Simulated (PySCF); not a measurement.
From one molecule to another.

First species: (E)-crotonaldehyde, C4H6O.
SMILES: `C/C=C/C=O`

Second species: C3H8O3Si.
Structure used (GFN2-xTB), in Å, numbered top down from 1:
```xyz
15
C3H8O3Si angstrom
C      1.6634   -1.5909    1.2551
O      1.2243   -0.2790    1.0374
Si     0.4436    0.3370   -0.2275
C      0.1648    2.1553    0.3020
O     -0.5926    2.8811   -0.2962
O     -0.9766   -0.4281   -0.3872
C     -2.0767   -0.0859   -1.1900
H      2.1083   -1.6341    2.2493
H      2.4110   -1.8686    0.5099
H      0.8301   -2.2919    1.1964
H      1.2048    0.2759   -1.4776
H      0.6918    2.5498    1.1953
H     -2.9386   -0.6476   -0.8288
H     -2.2825    0.9834   -1.1288
H     -1.8794   -0.3486   -2.2312
```

Levels: wB97X-D/def2-SVPD for dipole moment, HOMO energy, LUMO energy, HOMO–LUMO gap, static isotropic polarisability and electronic spatial extent ⟨r²⟩ about the centre of nuclear charge; TDDFT wB97X-D/def2-SVPD for lowest singlet excitation; TDA wB97X-D/def2-SVPD for lowest triplet excitation (Tamm–Dancoff); GFN2-xTB for rotational constant A and rotational constant C. Geometries: GFN2-xTB. All species are isolated and taken at one optimised geometry, non-relativistic unless stated; the electronic structure was computed with PySCF and density fitting.

Dipoles, sizes and rotational constants follow the conformer. The torsions of the flexible species, by atom-mapped SMILES:
- `[CH3:1]/[CH:2]=[CH:3]/[CH:4]=[O:5]`: C2–C3–C4–O5 180°
- `[CH3:1][O:2][SiH:3]([CH:4]=[O:5])[O:6][CH3:7]`: C1–O2–Si3–C4 178°, O2–Si3–C4–O5 -167°, O2–Si3–O6–C7 168°

```json
{"property": "dipole moment", "column X": "4.30 D", "column Y": "2.52 D"}
{"property": "HOMO energy", "column X": "-9.39 eV", "column Y": "-8.75 eV"}
{"property": "LUMO energy", "column X": "0.12 eV", "column Y": "0.29 eV"}
{"property": "HOMO–LUMO gap", "column X": "9.51 eV", "column Y": "9.04 eV"}
{"property": "lowest singlet excitation", "column X": "3.90 eV", "column Y": "3.13 eV"}
{"property": "lowest triplet excitation (Tamm–Dancoff)", "column X": "3.40 eV", "column Y": "2.49 eV"}
{"property": "static isotropic polarisability", "column X": "55.8 au", "column Y": "70.2 au"}
{"property": "electronic spatial extent ⟨r²⟩ about the centre of nuclear charge", "column X": "570 bohr²", "column Y": "1074 bohr²"}
{"property": "rotational constant A", "column X": "33.214 GHz", "column Y": "2.898 GHz"}
{"property": "rotational constant C", "column X": "2.091 GHz", "column Y": "1.109 GHz"}
```

Task: Which column belongs to which species?

Result: Column X is the first species and column Y the second. The first has 11 atoms and 38 electrons, the second 15 and 64.

Task: How does each property change from the first species to the second?

Result: dipole moment -1.78 D; HOMO energy +0.64 eV; LUMO energy +0.17 eV; HOMO–LUMO gap -0.47 eV; lowest singlet excitation -0.77 eV; lowest triplet excitation (Tamm–Dancoff) -0.91 eV; static isotropic polarisability +14.4 au; electronic spatial extent ⟨r²⟩ about the centre of nuclear charge +504 bohr²; rotational constant A -30.316 GHz; rotational constant C -0.982 GHz.

On the first: S1 lies 5.61 eV below the HOMO–LUMO gap; its leading configuration is HOMO→LUMO, weight 0.94. No computed singlet falls in the visible range (750 to 380 nm, 1.65 to 3.26 eV); S1 lies 0.64 eV above its blue end.

On the second: The 8 singlets span 3.13 to 7.71 eV, and their oscillator strengths add up to 0.12. S1 lies 5.91 eV below the HOMO–LUMO gap; its leading configuration is HOMO→LUMO, weight 0.95.
